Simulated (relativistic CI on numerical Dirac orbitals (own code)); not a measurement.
Calculated at this level of theory: Dirac-Coulomb-Breit CI, orbitals from a KLI potential per configuration, model QED (radiative potential, 1s self-energy scaled to tabulated hydrogen-like ionisation energies), unscaled Slater integrals (own radial code, finite nucleus).

The strongest absorption lines from the ground level of an ion, among the configurations computed and to levels below about 99 eV (vacuum wavelength in nm, gf): 15.623 (3.3), 16.198 (0.57), 16.331 (11), 16.491 (0.56), 16.678 (3.2), 17.001 (17), 23.713 (0.81), 23.871 (0.52).

Problem. Which ion is it?
A. Pd XI
B. Pd IX
C. Ru VII
D. Mo V

Solution. B. Pd IX has 38 electrons and the ground level 4s²4p⁶4d² ³F2; the strongest line goes to 4s²4p⁵4d³ ³G°3. The pattern of lines fixes the number of electrons, and along that sequence the line energies rise steadily with the charge (about as its square where n changes within one kind of shell, about linearly where n is kept but much faster in heavy ions where fine structure, which grows about as Z⁴, sets the gap, and irregularly where shells cross), which fixes Z. Configurations outside the model, such as inner-shell arrays, can give stronger lines. At this charge configurations can still be misplaced by up to about 7 % of their energy. Terms inside the open d or f shell come out 10 to 20 % too wide with unscaled integrals.

LS names give the leading component of a level, which can be under half, so a name can repeat, a term be missing and a line seem to break the LS rules.
